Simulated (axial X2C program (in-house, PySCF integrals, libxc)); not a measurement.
## Worked dissociation energy of LiCr⁺: CCSD(T), 2c

Calculated with an axial X2C code built on PySCF integrals. Two-component (2c) means X2C with spin–orbit coupling and atomic mean-field two-electron Coulomb and Gaunt terms. Basis: Cr dyall-cv3z [9s10p6d3f2g], Li dyall-cv3z [7s8p2d] (cores contracted in-house); Gaussian nuclei, density fitting, unrestricted open shells. Masses: Cr 51.941 u, Li 7.016 u.

Molecular state: Ω = 3 (⟨Sz⟩ = 3.00, ⟨Lz⟩ = 0.00 at HF).

Correlated methods: 6 electrons correlated (number of frozen shells: Cr 3 s, 2 p; Li 1 s), 238 virtual spin orbitals or spinors in MP2, 45 natural virtuals in coupled cluster.

```
E(Cr) (2M_J = 6)  : -1049.524822 hartree
E(Li+) (2M_J = 0) : -7.236943 hartree
E(LiCr⁺) at Re    : -1056.795587 hartree
ωe                : 226.6 cm⁻¹
ωexe              : 1.4 cm⁻¹
```

(1) Work out De and D0.

The state is a single determinant with fixed occupations, the lowest that a limited PBE0 search found. De is counted from the lowest determinant-based energies of the atoms at the same level, without counterpoise correction. Coupled cluster ran in a truncated set of natural virtual spinors; the MP2 energy of the rest was added. (T) has no such correction and the atoms are truncated less, which lowers De at CCSD(T) by a hundredth of an eV or more. PBE0 can misorder states that lie within some tenths of an eV, so this need not be the ground state of the molecule. The nearest other 2c determinant of the search, Ω = 2, lies 0.81 eV up at the distance of the search. With several unpaired electrons one determinant need not be a pure state. Open-shell Ω = 0 determinants with evenly filled partner blocks cannot be reached by this program, so the Ω shown need not be the lowest component.

Each atomic determinant is the lowest at this level and need not be a pure J level. Totals compare only within one Hamiltonian and basis.

Answers

(1) De = -1049.524822 + (-7.236943) − (-1056.795587) = 0.03382 hartree = 0.920 eV. The zero-point energy is ωe/2 − ωexe/4 = 113 cm⁻¹ = 0.014 eV, so D0 = 0.906 eV.
